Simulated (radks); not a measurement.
Results of a calculation; reference values are marked as such.
Q: Radial electron density D(r) = 4 pi r^2 rho(r) of an atom or ion with 5 electrons. Level of theory: Dirac Kohn-Sham, PBE, spin-unpolarised, spherical densities, point nucleus (a radial shooting solver on a logarithmic mesh with Libxc functionals).

```
   r/bohr * D(r) (the largest magnitude, 51.6, reaches the edge; | marks zero)
 0.001417 | *
  0.00156 | *
 0.001717 |  *
  0.00189 |  *
 0.002081 |   *
 0.002272 |   *
 0.002501 |    *
 0.002753 |     *
  0.00303 |      *
 0.003336 |       *
 0.003672 |        *
 0.004042 |          *
 0.004449 |           *
 0.004897 |             *
  0.00539 |               *
 0.005934 |                  *
 0.006531 |                    *
 0.007132 |                       *
 0.007851 |                          *
 0.008642 |                             *
 0.009513 |                                *
  0.01047 |                                    *
  0.01153 |                                       *
  0.01269 |                                           *
  0.01397 |                                              *
  0.01537 |                                                 *
  0.01692 |                                                   *
  0.01863 |                                                     *
   0.0205 |                                                      *
  0.02257 |                                                      *
  0.02465 |                                                     *
  0.02713 |                                                   *
  0.02986 |                                                 *
  0.03287 |                                             *
  0.03618 |                                         *
  0.03983 |                                    *
  0.04384 |                                *
  0.04826 |                           *
  0.05312 |                        *
  0.05848 |                     *
  0.06437 |                    *
  0.07085 |                   *
  0.07799 |                    *
  0.08517 |                     *
  0.09375 |                       *
   0.1032 |                        *
   0.1136 |                        *
    0.125 |                       *
   0.1376 |                      *
   0.1515 |                   *
   0.1668 |               *
   0.1836 |           *
   0.2021 |        *
   0.2224 |     *
   0.2448 |  *
   0.2674 | *
   0.2943 |*
    0.324 *
   0.3566 *
   0.3925 *
   0.4321 *
   0.4756 *
```

What is the nuclear charge?

A: Z = 43. The innermost maximum, from 1s, lies near gamma/Z bohr with gamma = sqrt(1 - (Z/c)^2) = 0.949, here 0.0221 bohr (found: 0.0219), and its height grows with Z. The density is that of the technetium ion Tc38+ in [He] 2s2 2p1; the configuration itself is not fixed sharply by these data, and Z only to a few units. D(r) has 2 maxima, at r = 0.0219, 0.112 bohr, and minima at 0.0692 bohr, inside which lie 2.20 electrons.
